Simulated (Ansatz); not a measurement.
Reaction (formal exchange of groups at a Ga–N bond): `[SiH3]O/C=[N]\[GaH][Cl]` + `C=CF` → `[F][GaH][Cl]` + `C=C/N=C/O[SiH3]`

Calculated with Ansatz (gas phase, PBE0-D4/def2-TZVP geometries, no zero-point term in ΔE). CCSD(T)/CBS is the MP2 limit (def2-TZVPP, def2-QZVPP) plus CCSD(T) − MP2 in def2-TZVPP, frozen cores. Double bonds are as drawn, so ΔE can hold a change between cis and trans. For Ga outer-core shells are correlated without core-valence functions, which leaves a few kJ/mol of doubt a bond. Scalar relativity is left out up to krypton. One conformer a species, not always the lowest.

| species | SCS-MP2/def2-TZVPP energy (Eh) |
| --- | --- |
| `[SiH3]O/C=[N]\[GaH][Cl]` | -2843.06562 |
| `C=CF` | -177.52959 |
| `[F][GaH][Cl]` | -2483.56492 |
| `C=C/N=C/O[SiH3]` | -537.06990 |

Task: Work out ΔE.

Result: ΔE = (-2483.56492) + (-537.06990) − (-2843.06562) − (-177.52959) = -0.03961 Eh = -24.9 kcal/mol. CCSD(T)/CBS gives -22.8 kcal/mol.

Largest T1 diagnostic among the species: 0.015.

In def2-TZVPP, CCSD(T) changes the Hartree–Fock value by +4.1 kcal/mol (the triples alone add +0.5 kcal/mol) and MP2 by +2.3 kcal/mol. The D4 term adds +2.2 kcal/mol with B3LYP and +1.2 kcal/mol with PBE0; it sums over pairs of atoms, weighted by their polarisabilities, and B3LYP, whose exchange is more repulsive, gets the larger term.

B3LYP here is the variant with VWN-RPA as its local correlation; programs differ in this.
